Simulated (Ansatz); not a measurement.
A nudged elastic band was laid between two geometries of Cl2H2Sn (5 atoms, charge 0, multiplicity 1).

Theory: Ansatz, RKS B3LYP/def2-SVP.

```yaml
movable_images: 5
climbing_image: yes
spring: 5.0 eV/Å²
optimiser: quadratic models (default)
start_path: through a guess of the saddle point
force_threshold: 0.03 eV/Å
iteration_limit: 60
end_points: relaxed
```

Image 0:

```xyz
5
Properties=species:S:1:pos:R:3
Sn 0.195 0.039 0.314
H -0.009 -0.070 2.008
Cl 2.513 -0.022 -0.135
H -0.455 1.399 -0.492
Cl -0.767 -1.893 -0.649
```

Image 6:

```xyz
5
Properties=species:S:1:pos:R:3
Sn -0.802 0.795 0.650
H 1.352 -1.044 0.482
Cl 2.083 -0.031 0.913
H -0.397 1.346 -1.009
Cl -0.759 -1.614 0.009
```

Task: What changes between the two ends?

Result: Bonds broken: Sn1–H2, Sn1–Cl3. Bonds formed: H2–Cl3.

Task: Give the energies along the band, and the barrier.

Result: It converged. The highest image is number 2 of 0 to 6, 171.0 kJ/mol above the first end and 117.7 kJ/mol above the last; the last end lies 53.3 kJ/mol above the first. A vibrational analysis at the climbing image gives one clearly imaginary mode, 985i cm⁻¹: a first-order saddle point. The orbitals stay closed-shell, which can raise the energy where a bond breaks towards radicals; this wasn't checked here.

```
image  path coordinate (Å)  energy (kJ/mol)  Sn1–H2 (Å)  Sn1–Cl3 (Å)  H2–Cl3 (Å)
    0                 0.00              0.0        1.71         2.36        3.31
    1                 0.71             55.7        1.68         2.40        2.57
    2                 1.42            171.0        1.79         2.66        1.81
    3                 2.25             80.9        2.69         3.07        1.30
    4                 3.08             67.9        3.45         3.09        1.29
    5                 3.91             63.2        3.32         3.13        1.29
    6                 4.74             53.3        2.84         3.01        1.32
```

Task: What is the geometry of the highest image?

Result: 
```xyz
5
Properties=species:S:1:pos:R:3:forces:R:3
Sn -0.299 0.073 0.401 0.00 0.00 0.00
H 0.957 -0.081 1.660 0.00 0.00 0.00
Cl 2.360 -0.010 0.515 0.00 0.00 0.00
H -0.579 1.348 -0.738 0.00 0.00 0.00
Cl -0.962 -1.876 -0.792 0.00 0.00 0.00
```

Task: What are the harmonic wavenumbers there?

Result: 985i, 86, 266, 360, 452, 487, 612, 1588, 1841 cm⁻¹.

The band took 16 iterations and about 4 core-minutes.

Run time: 3.9 min on 1 thread of Arm Neoverse V1 (shared host), peak memory 0.15 GiB.
